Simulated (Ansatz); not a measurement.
## Strength of the C–C bond: C2H4FI → CH3 + CHFI

Species: C2H4FI `CC(F)I`, singlet; CH3 `[CH3]`, doublet; CHFI `F[CH]I`, doublet. 

Shapes, held fixed at every level: PBE0-D4/def2-TZVP. Programs: Ansatz 0.2.0. The zero-point and thermal change to 298 K, harmonic and unscaled (PBE0-D4/def2-TZVP), is -23.6 kJ/mol.

| level | kind | ΔH(298 K) (kJ/mol) | less CCSD(T)/def2-TZVPP | CPU time (sum over the molecules) |
| --- | --- | --- | --- | --- |
| HF/def2-TZVPP | Hartree–Fock | +260.0 | -120.9 | – |
| PBE-D4/def2-TZVPP | GGA | +376.6 | -4.3 | 12 s |
| r2SCAN-D4/def2-TZVPP | meta-GGA | +353.0 | -27.9 | 23 s |
| B3LYP-D4/def2-TZVPP | global hybrid | +364.5 | -16.4 | 19 s |
| BHLYP-D4/def2-TZVPP | global hybrid | +359.7 | -21.2 | 15 s |
| PBE0-D4/def2-TZVPP | global hybrid | +375.6 | -5.3 | 13 s |
| CCSD(T)/def2-TZVPP | coupled cluster or CI | +380.9 | 0.0 | 6.3 min |

The highest level, CCSD(T)/def2-TZVPP, gives ΔH(298 K) = +380.9 kJ/mol; the levels span +260.0 to +380.9. The column of differences is taken from that level and isn't an error. Hartree–Fock misses the correlation of the pair that is broken and comes out low. No measured value is set beside it here. Open shells run unrestricted unless RO is named. For atoms past krypton def2 sets carry core potentials with scalar relativity. Correlated rows may include outer-core shells of I, which these sets cover unevenly. Times are processor times on shared x86 and Arm servers, and rough.
